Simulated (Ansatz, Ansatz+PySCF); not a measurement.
```tsv
atom	x (Å)	y (Å)	z (Å)
Mg	0.0000	0.0000	0.0000
Al	0.9660	1.2880	2.7887
```

Basis set: STO-3G (spherical functions). Frozen core: 6 orbitals. Charge 0, multiplicity 4.

Computed with Ansatz (development build ahead of 0.2.0); the reference of a correlated method needn't be the lowest determinant of its kind.

Question: Give the atomization energy at this shape (free ground-state atoms in the same class of orbitals less the molecule, no zero-point energy) of quartet AlMg by UHF-CCSD(T), UHF-CCSD, full CI (lowest root of this spin).

Answer:

| method | atomization energy |
| --- | --- |
| UHF-CCSD(T) | -99.27 kcal/mol |
| UHF-CCSD | -99.78 kcal/mol |
| full CI (lowest root of this spin) | -99.46 kcal/mol |

Caution: the molecule lies well above its atoms at this level. Caution for UHF-CCSD(T), UHF-CCSD: a plain start can end on a higher determinant; large amplitudes, a single reference is doubtful; the reference determinant was not shown to be the lowest.

This basis has no polarisation functions and is too small for such energies, which can lie far from measured ones in either direction.
